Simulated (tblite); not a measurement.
C4H9NO (SMILES CC(=O)N(C)C), singlet, at a GFN2-xTB geometry; GFN1-xTB run with tblite 0.6.0.

Input for tblite:
```
$ tblite run mol.xyz --method gfn1 --charge 0 --spin 0 --guess eeq --json tblite.json --no-restart

# file mol.xyz
15

C     -1.67732196    -0.50074772    -0.65125544
N     -0.57422778    -0.00792134     0.14175086
C     -0.86869143     0.33280828     1.51208061
C      0.67424499    -0.00386145    -0.38905005
C      1.78455202     0.44966916     0.53412904
O      0.88585823    -0.33651426    -1.53961564
H     -2.44944444     0.26546260    -0.74932265
H     -1.29193779    -0.75297076    -1.63723256
H     -2.11223673    -1.39244003    -0.19336541
H     -0.34513720     1.23939610     1.81400081
H     -0.59346284    -0.47578459     2.19769932
H     -1.93881019     0.51078421     1.60496050
H      2.72960926     0.32720761     0.01256754
H      1.66052237     1.49927813     0.79283406
H      1.79692460    -0.14057928     1.44710246
```

It wrote (shortened):

```
xTB calculator
 | screened Coulomb repulsion
 | Coulomb electrostatics
 |  * isotropic Klopman-Ohno-Mataga-Nishimoto electrostatics
 |  * onsite third-order electrostatics
 | DFT-D3(BJ) dispersion correction

halogen bonding energy    0.0000000000000E+00 Eh
repulsion energy          2.4366743596517E-01 Eh
dispersion energy        -5.2198740525495E-03 Eh
number of electrons       3.6000000000000E+01 e
integral cutoff           1.9731147476801E+01 bohr

------------------------------------------------------------
  cycle        total energy    energy error   density error
------------------------------------------------------------
      1     -21.11139207575  -2.1349840E+01   5.4768158E-01
      2     -21.20434750112  -9.2955425E-02   3.2872781E-01
      3     -21.20262791639   1.7195847E-03   9.9208658E-02
      4     -21.20843603364  -5.8081173E-03   1.1759621E-02
      5     -21.20861537197  -1.7933832E-04   2.2679939E-03
      6     -21.20862583327  -1.0461303E-05   5.0301883E-04
      7     -21.20862605878  -2.2550854E-07   8.1647204E-05
      8     -21.20862608262  -2.3842272E-08   3.1002911E-05
      9     -21.20862608429  -1.6701343E-09   9.0623232E-06
------------------------------------------------------------

electronic energy        -2.1447073646201E+01 Eh
total energy             -2.1208626084289E+01 Eh

Post processing:
 | Mayer-Wiberg bond orders

[Info] JSON dump of results written to 'tblite.json'
```
